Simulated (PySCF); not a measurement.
## Working with the constants of AsI

PBE0 constants of AsI, ³Σ⁻ (triplet), unpaired electrons π ↑↑ (PySCF, scalar-relativistic core potentials, basis sets As cc-pVTZ-PP with ECP10, I cc-pVTZ-PP with ECP28; masses 74.9216 and 126.9045 u):

- ωe: 260.9 cm⁻¹
- ωexe: 0.595 cm⁻¹
- Be: 0.05757 cm⁻¹
- αe: 0.000179 cm⁻¹
- D (centrifugal): 1.12e-08 cm⁻¹
- De to As + I: 2.44 eV

(1) Give the vibrational terms G(v) and spacings up to v = 6.

(2) How well does the Morse estimate ωe²/(4ωexe) reproduce De, and what is D0?

These are scalar-relativistic numbers at best; spin–orbit coupling would shift them, the dissociation energy most. The state is the lowest determinant that a PBE0 search found; another state may lie lower at other levels.

## Answers

(1) G(v) = ωe(v+½) − ωexe(v+½)².

| v | G(v) (cm⁻¹) | G(v) − G(v−1) | Bv (cm⁻¹) |
| --- | --- | --- | --- |
| 0 | 130.3 |  | 0.05748 |
| 1 | 390.0 | 259.7 | 0.05730 |
| 2 | 648.5 | 258.5 | 0.05712 |
| 3 | 905.9 | 257.3 | 0.05694 |
| 4 | 1162.0 | 256.1 | 0.05676 |
| 5 | 1417.0 | 254.9 | 0.05659 |
| 6 | 1670.7 | 253.8 | 0.05641 |

(2) It gives 3.55 eV, 145 % of the computed De. D0 = De − G(0) = 2.44 − 0.02 = 2.42 eV.
